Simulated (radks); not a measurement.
Spin polarisation of the 5d3 shell in the tungsten ion W3+. Start: [Xe] 4f14 5d(up 1.5, down 1.5); electrons of 5d are moved from spin down to spin up, other shells keep equal spins. All-electron calculation, scalar-relativistic Kohn-Sham, r2SCAN, spin-polarised, spherical densities, finite nucleus; meta-GGA in the generalised Kohn-Sham scheme; Fermi nuclear charge, rms radius of each element as measured or else 0.836 A^(1/3) + 0.57 fm. Program: a radial shooting solver on a logarithmic mesh with Libxc functionals.

[
 {"moment (Bohr magnetons)": "0", "E - E(0) (eV)": "0.000", "e(5d up) (eV)": "-30.922", "e(5d down) (eV)": "-30.922", "4f down minus up (eV)": "0.000"},
 {"moment (Bohr magnetons)": "0.75", "E - E(0) (eV)": "-0.147", "e(5d up) (eV)": "-31.293", "e(5d down) (eV)": "-30.509", "4f down minus up (eV)": "0.097"},
 {"moment (Bohr magnetons)": "1.5", "E - E(0) (eV)": "-0.590", "e(5d up) (eV)": "-31.629", "e(5d down) (eV)": "-30.041", "4f down minus up (eV)": "0.194"},
 {"moment (Bohr magnetons)": "2.25", "E - E(0) (eV)": "-1.344", "e(5d up) (eV)": "-31.934", "e(5d down) (eV)": "-29.489", "4f down minus up (eV)": "0.293"},
 {"moment (Bohr magnetons)": "3", "E - E(0) (eV)": "-2.449", "e(5d up) (eV)": "-32.217", "e(5d down) (eV)": "-28.673", "4f down minus up (eV)": "0.395"}
]

At moment 3 the spin-polarisation energy is -2.449 eV and the 5d exchange splitting 3.544 eV, that is 1.181 eV per Bohr magneton; E = -I m^2/4 would give I = 1.089 eV.
